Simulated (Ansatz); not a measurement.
AsBr3 (`Br[As](Br)Br`), relaxed with RKS PBE0-D4/def2-TZVP in Ansatz 0.2.0 from a PBE-D4/def2-SVP geometry. The force threshold is 0.005 eV/Å; the program also tests the step.

The species carries charge 0 and has multiplicity 1.

Start:

```xyz
4

Br   -0.921    0.894   -1.698
As   -0.345    0.468    0.561
Br    2.022    0.501    0.437
Br   -0.756   -1.862    0.700
```

**Question.** How much energy does the relaxation release, and in how many steps? (An estimate is asked.)

**Answer.** Ansatz gave: 0.03 eV, in 4 steps, 1 of them rejected.

**Question.** Which bonds change most? (Best estimate.)

**Answer.** Ansatz gave: As2–Br4 from 2.370 to 2.334 Å; As2–Br3 from 2.370 to 2.334 Å; Br1–As2 from 2.370 to 2.334 Å.

**Question.** Give the relaxed structure. (An estimate is asked.)

**Answer.** The calculation gave: 
```xyz
4

Br   -0.898    0.870   -1.668
As   -0.347    0.471    0.565
Br    1.982    0.486    0.423
Br   -0.737   -1.827    0.680
```
